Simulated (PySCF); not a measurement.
CH₈N₂OSi. Atoms are numbered in the order given.

```xyz
13

C      2.0500    -0.5758     1.1112
N      1.1737     0.1881     0.2477
Si    -0.5248    -0.0120     0.0519
N     -1.1385     1.5182    -0.4215
O     -1.0855    -1.0105    -1.1721
H      1.4528    -1.1021     1.8733
H      2.7639     0.0700     1.6548
H      2.6424    -1.3440     0.5760
H      1.6570     0.7404    -0.4553
H     -0.9651    -0.6270     1.3437
H     -2.0187     1.5974    -0.9180
H     -0.8819     2.3703     0.0624
H     -1.1652    -1.9417    -0.9376
```

Geometry optimised at B3LYP-D3(BJ)/def2-SVP. The structure was generated by enumeration; whether it is a known compound was not checked. The values are those of a single conformer.

Calculation: CAM-B3LYP/def2-TZVP in PySCF.

ESP charges are fitted to the potential on shells at 1.4 to 2.0 van der Waals radii. Atomic charges (e):

```json
[
 {"atom": "C1", "IAO": "[?]", "Mulliken": "-0.25", "ESP fit": "-0.27"},
 {"atom": "N2", "IAO": "-0.70", "Mulliken": "-0.42", "ESP fit": "-0.46"},
 {"atom": "Si3", "IAO": "[?]", "Mulliken": "0.61", "ESP fit": "0.73"},
 {"atom": "N4", "IAO": "[?]", "Mulliken": "-0.62", "ESP fit": "-1.03"},
 {"atom": "O5", "IAO": "-0.82", "Mulliken": "-0.53", "ESP fit": "-0.65"},
 {"atom": "H6", "IAO": "0.14", "Mulliken": "0.12", "ESP fit": "0.12"},
 {"atom": "H7", "IAO": "0.13", "Mulliken": "0.12", "ESP fit": "0.10"},
 {"atom": "H8", "IAO": "0.12", "Mulliken": "0.11", "ESP fit": "0.09"},
 {"atom": "H9", "IAO": "0.26", "Mulliken": "0.21", "ESP fit": "0.32"},
 {"atom": "H10", "IAO": "[?]", "Mulliken": "-0.11", "ESP fit": "-0.14"},
 {"atom": "H11", "IAO": "0.27", "Mulliken": "0.23", "ESP fit": "0.42"},
 {"atom": "H12", "IAO": "0.27", "Mulliken": "0.23", "ESP fit": "0.37"},
 {"atom": "H13", "IAO": "[?]", "Mulliken": "0.31", "ESP fit": "0.40"}
]
```

Fill in the missing entries. (Estimate from the structure and the level; the computed values follow.)


- C1, IAO: -0.28
- Si3, IAO: 1.34
- N4, IAO: -0.88
- H10, IAO: -0.22
- H13, IAO: 0.36

Computed Mayer and Wiberg (Löwdin basis) orders of the bonds:
```tsv
bond	Mayer	Wiberg
C1–N2	0.95	1.43
N2–Si3	1.16	1.42
Si3–N4	1.14	1.52
Si3–O5	1.16	1.62
C1–H6	0.97	0.92
C1–H7	0.98	0.93
C1–H8	0.97	0.93
N2–H9	0.92	0.89
Si3–H10	0.93	0.89
N4–H11	0.92	0.96
N4–H12	0.92	0.96
O5–H13	0.89	1.03
```
